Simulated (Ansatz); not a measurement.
`[Cl][Ti]12345678([Cl])([C@H]9[C@@H]1[C@@H]2[C@@H]3[C@H]94)[C@H]1[C@@H]5[C@@H]6[C@@H]7[C@H]18` at its PBE0-D4/def2-TZVP geometry, where that method's forces vanish. The species carries charge 0 and has multiplicity 1.

```csv
atom,x (Å),y (Å),z (Å)
Cl1,-2.3676,1.2065,0.7128
Ti2,-0.2342,0.3416,0.4263
Cl3,0.6831,1.2509,2.3533
C4,0.0236,2.3919,-0.7847
C5,-0.5159,1.4302,-1.6713
C6,0.4363,0.4166,-1.8434
C7,1.5625,0.7353,-1.0446
C8,1.3111,1.9742,-0.4237
C9,-0.8232,-1.8180,-0.3056
C10,-1.5585,-1.6124,0.8779
C11,-0.6529,-1.4692,1.9371
C12,0.6542,-1.6298,1.4198
C13,0.5501,-1.8592,0.0414
H14,-0.4921,3.2596,-0.4061
H15,-1.5060,1.4529,-2.0979
H16,0.3262,-0.4577,-2.4649
H17,2.4660,0.1534,-0.9489
H18,1.9655,2.4738,0.2702
H19,-1.2394,-1.9503,-1.2922
H20,-2.6280,-1.5058,0.9431
H21,-0.9013,-1.2181,2.9556
H22,1.5693,-1.5412,1.9833
H23,1.3713,-2.0255,-0.6374
```

(1) For each bond, give half the difference of the two atoms' forces along it (eV/Å; positive pushes the atoms apart) under PBE-D4, r2SCAN-D4, B3LYP-D4, ωB97M-V in def2-TZVPP. (An estimate is asked.)

## Answers

(1) Computed: 
```csv
bond,length (Å),PBE-D4,r2SCAN-D4,B3LYP-D4,ωB97M-V
Ti2–C6,2.368,0.17,0.15,0.17,-0.05
Ti2–C9,2.355,0.17,0.14,0.15,-0.05
Ti2–C12,2.380,0.14,0.11,0.13,0.00
C4–C8,1.401,0.21,0.13,0.14,0.06
C4–H14,1.078,-0.04,-0.11,-0.17,-0.11
C7–C8,1.408,0.17,0.12,0.14,0.08
C8–H18,1.077,-0.04,-0.12,-0.17,-0.11
C9–C13,1.417,0.17,0.14,0.16,0.11
C9–H19,1.079,-0.04,-0.12,-0.17,-0.11
C10–C11,1.401,0.21,0.13,0.13,0.06
C10–H20,1.077,-0.04,-0.12,-0.17,-0.11
C11–C12,1.415,0.15,0.13,0.16,0.12
C11–H21,1.078,-0.04,-0.11,-0.17,-0.11
C12–C13,1.401,0.21,0.14,0.13,0.05
```

B3LYP here is the variant with VWN-RPA as its local correlation; programs differ in this.
